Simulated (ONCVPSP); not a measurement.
## Pseudopotential generation for Cd (Z = 48): ONCV, PBE, scalar-relativistic.

Input for ONCVPSP 4.0.1:

```
# ATOM AND REFERENCE CONFIGURATION
# atsym  z   nc   nv     iexc    psfile
  Cd 48.00    8    1        4      upf
#
#   n    l    f
    1    0    2.00
    2    0    2.00
    2    1    6.00
    3    0    2.00
    3    1    6.00
    3    2   10.00
    4    0    2.00
    4    1    6.00
    4    2   10.00
#
# PSEUDOPOTENTIAL AND OPTIMIZATION
# lmax
    2
#
#   l,   rc,      ep,       ncon, nbas, qcut
    0    1.15    0.25    4    8    6.40
    1    1.30    0.07    5    9    6.70
    2    1.05    0.00    3    7    9.20
#
# LOCAL POTENTIAL
# lloc, lpopt,  rc(5),   dvloc0
    4    4    1.05    4.00
#
# VANDERBILT-KLEINMAN-BYLANDER PROJECTORs
# l, nproj, debl
    0    2    2.60
    1    2    2.90
    2    1    1.40
#
# MODEL CORE CHARGE
# icmod, fcfact, rcfact
    0    0.00    0.00
#
# LOG DERIVATIVE ANALYSIS
# epsh1, epsh2, depsh
   -3.00    5.00    0.02
#
# OUTPUT GRID
# rlmax, drl
    6.00    0.01
#
# TEST CONFIGURATIONS
# ncnf
    4
# nvcnf
#   n    l    f
    2
    4    2   10.00
    5    0    2.00
#
    2
    4    2   10.00
    5    0    1.00
#
    1
    4    2    9.00
#
    3
    4    2    9.00
    5    0    2.00
    5    1    1.00
#
```

Command:

```bash
oncvpsp.x < Cd.dat > Cd.out
```

The program printed (shortened: citation, most of the input echo, consistency checks and plot data are left out):

```
ONCVPSP  (Optimized Norm-Conservinng Vanderbilt PSeudopotential)
scalar-relativistic version 4.0.1

#   n    l    f        energy (Ha)
    1    0    2.00    -9.7550171E+02
    2    0    2.00    -1.4540966E+02
    2    1    6.00    -1.3054335E+02
    3    0    2.00    -2.7663695E+01
    3    1    6.00    -2.2787069E+01
    3    2   10.00    -1.5156058E+01
    4    0    2.00    -4.5872515E+00
    4    1    6.00    -3.1567558E+00
    4    2   10.00    -1.1187810E+00

Reference configufation results
  iterations    20
  all-electron total energy (Ha)   -5.59368366D+03

Begin loop to  construct optimized pseudo wave functions
and semi-local pseudopoentials for all angular momenta

   Wellstate for l =  0  n =  6
     eigenvalue =   0.2500
     asymptotic potential =   0.7500
     half-point radius =  3.3458

   Wellstate for l =  0  n =  7
     eigenvalue =   2.8500
     asymptotic potential =   3.3500
     half-point radius =  2.8262

Calculating optimized projector #   1

 for l=   0

    Fraction of norm inside rc  0.024339
    Optimizing pswf for qcut=   6.41 a_B^-1,  ecut=  20.56 Ha
    Residual kinetic energy error=  5.41D-02 Ha
 ERROR pspot:  first pseudo wave function has node,          program will stop
 ERROR pspot: try changing psp parameters for this l
```

The run stopped because the optimised pseudo-wave of the first projector has a node, so the radial equation cannot be inverted for a potential.

The run took about 0.34 s on one core of a shared server CPU.
